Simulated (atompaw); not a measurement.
## Reading a pseudo-wave (sulfur (S))

Columns: radius, all-electron u(r) and pseudo u(r) of the 3p shell (level -7.29 eV) of sulfur in the configuration [Ne] 3s1.5 3p4.5; PBE, scalar-relativistic, PAW (atompaw) scheme, atompaw 4.2.0.5.

```json
{"r (bohr)": "0.056", "all-electron": "-0.0717", "pseudo": "0.0030"}
{"r (bohr)": "0.112", "all-electron": "-0.1869", "pseudo": "0.0121"}
{"r (bohr)": "0.167", "all-electron": "-0.2756", "pseudo": "0.0266"}
{"r (bohr)": "0.223", "all-electron": "-0.3241", "pseudo": "0.0468"}
{"r (bohr)": "0.279", "all-electron": "-0.3316", "pseudo": "0.0720"}
{"r (bohr)": "0.335", "all-electron": "-0.3057", "pseudo": "0.1017"}
{"r (bohr)": "0.390", "all-electron": "-0.2564", "pseudo": "0.1346"}
{"r (bohr)": "0.446", "all-electron": "-0.1897", "pseudo": "0.1712"}
{"r (bohr)": "0.502", "all-electron": "-0.1129", "pseudo": "0.2102"}
{"r (bohr)": "0.558", "all-electron": "-0.0311", "pseudo": "0.2509"}
{"r (bohr)": "0.613", "all-electron": "0.0505", "pseudo": "0.2919"}
{"r (bohr)": "0.669", "all-electron": "0.1321", "pseudo": "0.3339"}
{"r (bohr)": "0.725", "all-electron": "0.2102", "pseudo": "0.3755"}
{"r (bohr)": "0.781", "all-electron": "0.2836", "pseudo": "0.4163"}
{"r (bohr)": "0.837", "all-electron": "0.3514", "pseudo": "0.4557"}
{"r (bohr)": "0.892", "all-electron": "0.4122", "pseudo": "0.4927"}
{"r (bohr)": "0.948", "all-electron": "0.4681", "pseudo": "0.5282"}
{"r (bohr)": "1.004", "all-electron": "0.5181", "pseudo": "0.5614"}
{"r (bohr)": "1.060", "all-electron": "0.5623", "pseudo": "0.5919"}
{"r (bohr)": "1.115", "all-electron": "0.6000", "pseudo": "0.6193"}
{"r (bohr)": "1.171", "all-electron": "0.6329", "pseudo": "0.6444"}
{"r (bohr)": "1.227", "all-electron": "0.6605", "pseudo": "0.6666"}
{"r (bohr)": "1.283", "all-electron": "0.6832", "pseudo": "0.6859"}
{"r (bohr)": "1.338", "all-electron": "0.7009", "pseudo": "0.7018"}
{"r (bohr)": "1.394", "all-electron": "0.7148", "pseudo": "0.7149"}
{"r (bohr)": "1.450", "all-electron": "0.7247", "pseudo": "0.7247"}
```

Task: How many radial nodes do the two functions have?

Result: The all-electron 3p function has n − l − 1 = 1; the pseudo-wave has 0, since the states of the same l below it are removed with the core.

Task: Is the pseudo-wave norm-conserving?

Result: No, it belongs to a PAW set: the norm inside the radius is not constrained, and the difference is carried by the augmentation charge.
